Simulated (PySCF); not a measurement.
All values below come from PBE-D3(BJ)/def2-TZVP // r2SCAN-D4/def2-SVP (PySCF). Gas-phase values, no solvent. One relaxed conformer stands for a flexible species; it need not be the lowest. 

Reference species: [Ag(CNH)(H)] (neutral, multiplicity 1).

```json
{
 "HOMO": "-5.23 eV",
 "charge on the central atom (Mulliken)": "-0.15 e",
 "HOMO–LUMO gap": "2.91 eV"
}
```

Changed species: [Ag(NH3)(OH)] (L = NH3, X = OH; the reference has L = CNH, X = H).

**Question.** Give the shifts of the HOMO, charge on the central atom (Mulliken) and HOMO–LUMO gap.

**Answer.** the HOMO goes up by 0.77 eV, to -4.46 eV; the charge on the central atom (Mulliken) rises by 0.36 e, to 0.21 e; the HOMO–LUMO gap falls by 0.03 eV, to 2.88 eV.
